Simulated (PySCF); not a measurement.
HfCl4.H2O, optimised at PBE0/def2-TZVP:

```xyz
8

O     -0.2397    -2.1256    -0.0991
Hf     0.0217     0.2175    -0.0224
Cl     0.3729     2.4893     0.3722
Cl     2.2418    -0.5291     0.3369
Cl    -0.6526     0.2340    -2.2541
Cl    -1.7279    -0.1250     1.5386
H      0.5680    -2.6367     0.0226
H     -0.9263    -2.4849     0.4737
```

Computed with PySCF and rigid-rotor harmonic-oscillator thermochemistry at 1 bar. All species are closed-shell singlets. Hf: scalar-relativistic def2 core potential, no spin-orbit coupling. Adducts (HfCl4.H2O) have no counterpoise correction, and HF, PBE, BLYP, B3LYP and PBE0 lack dispersion. HfCl4.H2O: computed as isolated molecules; such fragments, hydroxides, amides, oligomers or adducts are transient or little studied in the gas.

Question: List the harmonic frequencies (cm⁻¹, unscaled) at this level and at the other levels, each on its own geometry.

Answer: 
- PBE0/def2-TZVP: 55, 69, 111, 112, 125, 152, 154, 230, 266, 342, 362, 364, 379, 396, 563, 1605, 3798, 3901
- PBE/def2-SVP: 56, 69, 104, 105, 118, 145, 148, 238, 274, 343, 357, 358, 370, 399, 536, 1531, 3639, 3739
